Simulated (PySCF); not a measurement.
These compounds are isomers of formula C8H13NSi.

A. SMILES C1=NC=CC=C1[Si](C)(C)C
B. `InChI=1S/C8H13NSi/c1-10(2,3)8-6-4-5-7-9-8/h4-7H,1-3H3`
C. `C[Si](C)(C)c1ccncc1`

Spectrum 1. $^{13}$C{$^{1}$H} NMR (computed): δ 154.9 (CH), 153.9 (C), 133.2 (CH), -1.3 (CH3).

Spectrum 2. $^{13}$C{$^{1}$H} NMR (computed): δ 175.5 (C), 155.6 (CH), 139.1 (CH), 133.8 (CH), 127.1 (CH), -1.7 (CH3).

Spectrum 3. $^{13}$C{$^{1}$H} NMR (computed): δ 161.1 (CH), 155.8 (CH), 146.0 (CH), 139.1 (C), 127.8 (CH), -0.9 (CH3).

[PySCF 2.14.0 with density-fitted response routines: NMR shieldings at PBE0/pcSseg-1/GIAO; coordinates at the PBE0-D3(BJ)/def2-SVP level; isolated molecule; fast rotation and ring inversion assumed for equivalent nuclei; non-relativistic; one computed conformer]

References, each an isolated molecule treated in the same way: $^{13}$C against TMS. Shifts are as computed. Against solution values, carbons near 30 ppm lie about +2 ppm off and those near 130 ppm about +5 ppm. Of 1211 compounds with measured shifts, 218 miss one by over three times the rms of a fit or turn the order of signals round; such compounds aren't used in these exercises.

Q: Which spectrum belongs to which compound?

A: 1–C, 2–B, 3–A.

- Spectrum 1 (C): 4 $^{13}$C signals; δC 154.9 is an aromatic CH next to a ring nitrogen; δC 133.2 is an aromatic CH.
- Spectrum 2 (B): 6 $^{13}$C signals; δC 155.6 is an aromatic CH next to a ring nitrogen; δC 139.1 is an aromatic CH.
- Spectrum 3 (A): 6 $^{13}$C signals; δC 161.1 is an aromatic CH next to a ring nitrogen; δC 155.8 is an aromatic CH next to a ring nitrogen.
